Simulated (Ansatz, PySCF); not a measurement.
Noncovalent pair: CH4 (SMILES C) (first 5 atoms) with H2 (SMILES [H][H]); geometry from B3LYP-D3(BJ)/def2-TZVP.
(charge 0, multiplicity 1):
```xyz
7

C     -0.020     0.015    -0.134
H     -0.044     0.030    -1.223
H     -1.037    -0.052     0.250
H      0.554    -0.847     0.204
H      0.448     0.928     0.231
H      0.058    -0.042     3.708
H      0.042    -0.032     2.964
```

Basis-set superposition error: the interaction energy with monomers in their own basis, and in the dimer's basis (counterpoise).

Codes used: Ansatz (Gaussian basis) for Hartree–Fock, density functionals and correlated methods; PySCF for 6-31G* rows, M06-2X. Values without a source in brackets are computed.

| level | uncorrected (kcal/mol) | counterpoise (kcal/mol) | difference |
|---|---|---|---|
| HF/aug-cc-pVDZ | 0.08 | 0.19 | 0.11 |
| PBE/def2-TZVPPD | -0.22 | -0.20 | 0.02 |
| r2SCAN/def2-TZVPPD | -0.07 | -0.06 | 0.01 |
| B3LYP/6-31G* | 0.05 | 0.16 | 0.11 |
| M06-2X/def2-TZVPPD | -0.25 | -0.24 | 0.01 |
| MP2/6-31G* | -0.05 | 0.05 | 0.10 |
| SCS-MP2/aug-cc-pVDZ | -0.43 | -0.10 | 0.34 |
| SCS-MP2/aug-cc-pVTZ | -0.22 | -0.14 | 0.08 |
| CCSD(T)/aug-cc-pVDZ | -0.51 | -0.21 | 0.31 |
| CCSD(T)/aug-cc-pVTZ | -0.33 | -0.27 | 0.06 |

The error is largest for SCS-MP2/aug-cc-pVDZ (0.34 kcal/mol) and smallest for r2SCAN/def2-TZVPPD (0.01 kcal/mol).

Ansatz is an electronic-structure program.
